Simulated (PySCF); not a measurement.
Basis-set dependence of excited states

Species: ethyl propanoate, C5H10O2.
SMILES: `CCOC(=O)CC`

TDDFT with PBE0 (PySCF), vertical singlets, core orbitals frozen in the response, spherical d and f functions. Isolated species at its PBE0-D3(BJ)/def2-SVP geometry (one conformer only).

How do the low singlets change with the basis? Take 6-31G*, 6-31+G*, def2-SVP, aug-cc-pVDZ and def2-TZVP.

| basis | functions | diffuse | S1 (eV) | S2 (eV) | S3 (eV) | S4 (eV) | S5 (eV) | LUMO (eV) | α (au) |
| --- | --- | --- | --- | --- | --- | --- | --- | --- | --- |
| 6-31G* | 118 | no | 5.99 | 8.15 | 8.49 | 9.20 | 9.34 | 0.80 | 58.0 |
| 6-31+G* | 146 | yes | 5.98 | 7.26 | 7.78 | 7.95 | 7.97 | 0.34 | 64.5 |
| def2-SVP | 148 | no | 6.00 | 8.12 | 8.42 | 8.53 | 9.05 | 0.59 | 59.3 |
| aug-cc-pVDZ | 251 | yes | 5.94 | 6.88 | 7.38 | 7.51 | 7.58 | -0.08 | 70.5 |
| def2-TZVP | 277 | no | 5.97 | 7.87 | 7.96 | 8.36 | 8.65 | 0.43 | 67.2 |

States are compared by their number. Against the largest diffuse basis here (aug-cc-pVDZ, itself not a converged limit), sets without diffuse functions differ by up to 0.06 eV in S1 and 1.76 eV in S5; the smaller diffuse sets differ by up to 0.04 and 0.39 eV. State by state, the largest deviation of a set without diffuse functions is S1 0.06, S2 1.27, S3 1.11, S4 1.69, S5 1.76 eV. The same number needn't mean the same state in each row. Against aug-cc-pVDZ the polarisability deviates by -18% in 6-31G*, -9% in 6-31+G*, -16% in def2-SVP, -5% in def2-TZVP. A single + in a Pople set puts diffuse functions on heavy atoms only.
